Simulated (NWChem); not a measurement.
System: CH$_{4}$F$_{2}$OSi; SMILES O[Si@@H](F)CF

Output (shortened):

```
             Northwest Computational Chemistry Package (NWChem) 7.3.0
             --------------------------------------------------------

 C1  symmetry detected

                             Geometry "geometry" -> ""
                             -------------------------

 Output coordinates in angstroms (scale by  1.889725989 to convert to a.u.)

  No.       Tag          Charge          X              Y              Z
 ---- ---------------- ---------- -------------- -------------- --------------
    1 O                    8.0000     1.56617642     0.74501622    -0.21158401
    2 Si                  14.0000     0.04375079     0.48626541     0.35555483
    3 F                    9.0000    -0.97063448     1.64457736    -0.16874437
    4 C                    6.0000    -0.71981345    -1.11353026    -0.28949759
    5 F                    9.0000     0.06738371    -2.19124994     0.06182891
    6 H                    1.0000     1.74205620     0.61739700    -1.14806586
    7 H                    1.0000     0.13017811     0.55151650     1.82969951
    8 H                    1.0000    -1.73620536    -1.25262776     0.12241875
    9 H                    1.0000    -0.82981362    -1.08289642    -1.38992330

 Effective nuclear repulsion energy (a.u.)     247.1651370000

                                 NWChem DFT Module
                                 -----------------

 Summary of "ao basis" -> "ao basis" (spherical)
 ------------------------------------------------------------------------------
       Tag                 Description            Shells   Functions and Types
 ---------------- ------------------------------  ------  ---------------------
 O                           6-31g*                  6       14   3s2p1d
 Si                          6-31g*                  8       18   4s3p1d
 F                           6-31g*                  6       14   3s2p1d
 C                           6-31g*                  6       14   3s2p1d
 H                           6-31g*                  2        2   2s

            General Information
            -------------------
          SCF calculation type: DFT
          Wavefunction type:  closed shell.
          No. of atoms     :     9
          No. of electrons :    50
           Alpha electrons :    25
            Beta electrons :    25
          Charge           :     0
          Spin multiplicity:     1
          Use of symmetry is: off; symmetry adaption is: off
          Maximum number of iterations: 150
          AO basis - number of functions:    82
                     number of shells:    40
          Convergence on energy requested:  1.00D-06
          Convergence on density requested:  1.00D-05
          Convergence on gradient requested:  5.00D-04

              XC Information
              --------------
                         B3LYP Method XC Potential
                     Hartree-Fock (Exact) Exchange  0.200
                        Slater Exchange Functional  0.800 local
                    Becke 1988 Exchange Functional  0.720 non-local
              Lee-Yang-Parr Correlation Functional  0.810
                  VWN I RPA Correlation Functional  0.190 local

             Grid Information
             ----------------
          Grid used for XC integration:  medium
          Radial quadrature: Mura-Knowles
          Angular quadrature: Lebedev.
          Tag              B.-S. Rad. Rad. Pts. Rad. Cut. Ang. Pts.
          ---              ---------- --------- --------- ---------
          O                   0.60       49          10.0       434
          Si                  1.10       88           8.0       590
          F                   0.50       49           9.0       434
          C                   0.70       49           9.0       434
          H                   0.35       45          10.0       434
          Grid pruning is: on
          Number of quadrature shells:   464
          Spatial weights used:  Erf1

      Superposition of Atomic Density Guess
      -------------------------------------

 Sum of atomic energies:        -601.96950810

      Non-variational initial energy
      ------------------------------

 Total energy =    -603.403533
 1-e energy   =   -1326.503173
 2-e energy   =     475.934503
 HOMO         =      -0.331196
 LUMO         =       0.060735

     ---------------------------------------------
      Total Density - Mulliken Population Analysis
     ---------------------------------------------

    Atom       Charge   Shell Charges
 -----------   ------   -------------------------------------------------------
    1 O    8     9.02   2.00  0.93  3.15  0.90  2.03  0.01
    2 Si  14    12.65   2.00  2.00  5.97  0.84  1.20  0.19  0.23  0.23
    3 F    9     9.62   2.00  0.95  3.47  1.00  2.19  0.01
    4 C    6     6.09   2.00  0.69  1.74  0.63  0.98  0.05
    5 F    9     9.48   2.00  0.94  3.41  1.00  2.12  0.01
    6 H    1     0.44   0.35  0.09
    7 H    1     1.08   0.47  0.61
    8 H    1     0.80   0.47  0.33
    9 H    1     0.81   0.47  0.33

   convergence    iter        energy       DeltaE   RMS-Dens  Diis-err
 ---------------- ----- ----------------- --------- --------- ---------
 d= 0,ls=0.0,diis     1   -604.8788909432 -8.52D+02  1.73D-02  1.04D+00
 d= 0,ls=0.0,diis     2   -604.7979671929  8.09D-02  9.17D-03  2.13D+00
 d= 0,ls=0.0,diis     3   -604.9896171767 -1.92D-01  1.01D-03  2.19D-02
 d= 0,ls=0.0,diis     4   -604.9913550357 -1.74D-03  3.71D-04  1.75D-03
 d= 0,ls=0.0,diis     5   -604.9914835364 -1.29D-04  1.37D-04  5.09D-04
  Resetting Diis
 d= 0,ls=0.0,diis     6   -604.9915287082 -4.52D-05  2.76D-05  8.62D-06
 d= 0,ls=0.0,diis     7   -604.9915295260 -8.18D-07  1.41D-05  7.77D-07
 d= 0,ls=0.0,diis     8   -604.9915294983  2.78D-08  7.36D-06  1.04D-06

[...]
```

Level: B3LYP/6-31G* (spherical d). All runs use the structure optimised with PBE0/def2-SVP.

Q: Which NWChem input produces such a log?

A: One answer among several that fit: the input that was run:
```
start job
memory heap 200 mb stack 900 mb global 1100 mb
geometry units angstroms noautoz
  O      1.632544     0.581741     0.001871
  Si     0.049633     0.443996     0.428248
  F     -0.838233     1.615675    -0.267752
  C     -0.742033    -1.153618    -0.187677
  F     -0.058318    -2.244862     0.308619
  H      1.890347     0.380687    -0.902194
  H     -0.003355     0.606049     1.896499
  H     -1.800020    -1.209763     0.127897
  H     -0.742929    -1.193129    -1.293305
end
basis spherical
  * library 6-31g*
end
dft
  xc b3lyp
  iterations 150
  mulliken
end
task dft energy
```
